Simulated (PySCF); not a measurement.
## A scan of NiF⁻ with bad points

UHF; Ni def2-TZVPPD, F def2-TZVPPD; no relativity (PySCF 2.14); triplet, unpaired electrons σ ↑, π ↑ requested.

```
R (Å)  E (eV)  ⟨S²⟩  ⟨Lz²⟩  μ (D)
1.578  -0.326  2.03   2.38   2.78
1.651  -0.903  2.02   2.65   2.43
1.725  16.890  3.01   6.98  -6.63
1.780  16.872  3.01   7.08  -7.19
1.835  -1.471  2.01   3.13   1.39
1.890  12.733  3.00   3.36  -5.47
1.964   0.000  2.01   1.05  -0.26
2.055   1.482  2.97   3.25  -1.72
2.165   0.170  2.01   1.02  -1.50
2.312   0.351  2.00   1.01  -2.40
```

The run flagged 1.578, 1.651, 1.835, 1.890, 2.055 Å: there the SCF either missed its threshold or ended in another occupation than the one requested, so the fit leaves that out.
